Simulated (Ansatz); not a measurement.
`C[O][Al]([F])[Br]` + HCl → `[F][Al]([Cl])[Br]` + CH₃OH at 400 K and 1 bar (ligand exchange at the Al–O bond).

Computed with Ansatz on PBE0-D4/def2-TZVP structures; ΔE is electronic, products minus reactants. CCSD(T)/CBS adds triple-zeta CCSD(T) − MP2 to the extrapolated MP2 energy (def2 sets, frozen cores). This one scheme is used for every species. For Br outer-core shells are correlated without core-valence functions, which leaves a few kJ/mol of doubt a bond. Scalar relativity is left out up to krypton. Each species was taken in one conformer, which may not be the lowest.

```json
{"species": "`C[O][Al]([F])[Br]`", "CCSD(T)/CBS energy (Eh)": "-3030.35080", "H − E (kJ/mol)": "153.0", "S (J/(mol·K))": "398.4"}
{"species": "HCl", "CCSD(T)/CBS energy (Eh)": "-460.38127", "H − E (kJ/mol)": "29.6", "S (J/(mol·K))": "195.4"}
{"species": "`[F][Al]([Cl])[Br]`", "CCSD(T)/CBS energy (Eh)": "-3375.12363", "H − E (kJ/mol)": "37.7", "S (J/(mol·K))": "349.5"}
{"species": "CH₃OH", "CCSD(T)/CBS energy (Eh)": "-115.61712", "H − E (kJ/mol)": "151.2", "S (J/(mol·K))": "252.6"}
```

H − E and S are ideal-gas, rigid-rotor, harmonic terms from PBE0-D4/def2-TZVP, for one conformer and one mirror image of each species. 1 Eh = 2625.50 kJ/mol, R = 8.31446 J/(mol·K).

**Question.** By hand: ΔE, ΔH, ΔS and ΔG.

**Answer.** ΔE = (-3375.12363) + (-115.61712) − (-3030.35080) − (-460.38127) = -0.00868 Eh = -22.8 kJ/mol. Δ(H − E) = 37.7 + 151.2 − 153.0 − 29.6 = 6.3, so ΔH = -16.5 kJ/mol. ΔS = 349.5 + 252.6 − 398.4 − 195.4 = 8.3 J/(mol·K). ΔG = -16.5 − 400 × (8.3)/1000 = -19.8 kJ/mol.

**Question.** By hand: the equilibrium constant, and the temperature at which ΔG would vanish if ΔH and ΔS stayed fixed.

**Answer.** log₁₀ K = −ΔG/(RT ln 10) = 2.6. ΔH and −TΔS have one sign here, so there is no such temperature.

The number of gas molecules stays the same, so ΔS is small and ΔH decides. A doubt of 5 kJ/mol in ΔE shifts log₁₀ K by 0.7 here. Other conformers and mirror images would add mixing entropy, several J/(mol·K) or more a flexible species. These are equilibria of isolated gas molecules and say nothing of rates. Largest T1 diagnostic: 0.010 (customary marks: 0.02 for closed shells, 0.045 for open ones).

ΔS is within the doubt of such terms, so its sign, and with it that verdict, could turn.
